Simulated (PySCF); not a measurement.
OsH₅: from structure and modes to constants

Level of theory: UPBE0/[Os def2-TZVP with ECP60, H def2-TZVP], scalar-relativistic core potentials, density fitting, no spin–orbit coupling, PySCF.

The doublet minimum has Cs symmetry. Masses (u): Os 191.96148, H 1.00782.

```xyz
6
charge 0 multiplicity 2, angstrom
Os    0.0030    0.0133    0.0000
H     0.0000   -1.3556    0.7741
H     0.5015    0.1206   -1.5781
H     0.0000   -1.3556   -0.7741
H     0.5015    0.1206    1.5781
H    -1.5667   -0.0585    0.0000
```

Harmonic wavenumbers (cm⁻¹): 222.6 (a'', ×1), 435.8 (a'', ×1), 505.8 (a'', ×1), 548.4 (a', ×1), 811.5 (a', ×1), 885.1 (a', ×1), 974.4 (a', ×1), 1922.2 (a'', ×1), 2097.4 (a', ×1), 2328.0 (a', ×1), 2351.7 (a'', ×1), 2356.9 (a', ×1).

Problem. Find the principal moments of inertia and the rotational constants. What kind of rotor is it?

Solution. About the centre of mass I = 6.7529, 9.1514, 10.056 u Å². With B = 16.8576/I this gives 2.496, 1.842, 1.676 cm⁻¹. The molecule is an asymmetric top with κ = -0.60.

Problem. What is the harmonic zero-point energy?

Solution. Half the sum of all 12 wavenumbers, 15440/2 = 7720 cm⁻¹, which is 92.3 kJ/mol (1 cm⁻¹ = 0.0119627 kJ/mol).

Problem. Find the vibrational entropy and heat capacity at 298.15 K.

Solution. With u = 1.43878 ω/T, each mode gives S = R[u/(eᵘ−1) − ln(1−e⁻ᵘ)] and C = R u² eᵘ/(eᵘ−1)².
| ω (cm⁻¹) | u | S (J/(mol K)) | C (J/(mol K)) |
| --- | --- | --- | --- |
| 222.6 | 1.074 | 8.11 | 7.56 |
| 435.8 | 2.103 | 3.51 | 5.82 |
| 505.8 | 2.441 | 2.69 | 5.18 |
| 548.4 | 2.646 | 2.29 | 4.78 |
| 811.5 | 3.916 | 0.83 | 2.64 |
| 885.1 | 4.271 | 0.62 | 2.18 |
| 974.4 | 4.702 | 0.43 | 1.70 |
| 1922.2 | 9.276 | 0.01 | 0.07 |
| 2097.4 | 10.121 | 0.00 | 0.03 |
| 2328.0 | 11.234 | 0.00 | 0.01 |
| 2351.7 | 11.348 | 0.00 | 0.01 |
| 2356.9 | 11.373 | 0.00 | 0.01 |
The sums over all modes are S = 18.5 and C = 30.0 J/(mol K); the softest mode gives 44 % of the entropy.

Problem. Give the standard entropy (298.15 K, 1 bar) by its translational, rotational, vibrational and spin parts, and Cp.

Solution. Sackur–Tetrode with M = 197.00 u gives 174.7; rotation with symmetry number 1 gives 75.3; vibration 18.5; spin R ln 2 = 5.8. The total is 274.3 J/(mol K), and Cp = 4 R + 30.0 = 63.3 J/(mol K).

Other isomers or separated fragments may lie lower. Other spin states or occupations of the open shell can lie lower. Spin–orbit coupling, left out here, can matter for elements this heavy.
